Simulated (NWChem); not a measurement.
System: C4H6Si; SMILES C(C#C[SiH3])=C

```xyz
11

C      0.5176    -3.0150     0.0000
C     -0.4707    -2.1079    -0.0001
C     -0.2719    -0.7005     0.0002
C     -0.1300     0.5141     0.0001
Si     0.0939     2.3289     0.0000
H      1.5684    -2.7145     0.0002
H      0.2931    -4.0841    -0.0002
H     -1.5146    -2.4451    -0.0002
H      0.8711     2.7437    -1.2054
H      0.8362     2.7484     1.2256
H     -1.2378     3.0029    -0.0204
```
Atoms are numbered in this order, from 1.

All runs: NWChem. Pople sets run with spherical d functions. Structure relaxed at the PBE0/def2-SVP level. Total energies of different functionals are on different scales.

```tsv
level	energy (Ha)	highest occupied level (eV)	orbital gap (eV)	dipole (D)
B3LYP/6-31G*	-445.4434	-6.65	5.52	1.13
PBE/6-31G*	-445.0505	-5.87	3.97	1.10
PW91/6-31G*	-445.3255	-5.90	3.97	1.10
LC-BLYP (range parameter 0.33 per bohr)/6-31G*	-444.7357	-9.05	10.17	1.08
BHandHLYP/6-31G*	-445.3192	-7.78	7.90	1.19
LC-wPBE (HJS exchange hole, range parameter 0.4 per bohr)/6-31G*	-445.1672	-9.55	10.73	1.16
PW6B95/6-31G*	-445.8824	-6.98	6.08	1.14
OLYP/6-31G*	-445.3557	?	4.01	1.10
```

Question: Some entries are withheld; supply them.

Answer: 
- OLYP/6-31G*, highest occupied level (eV): -5.71
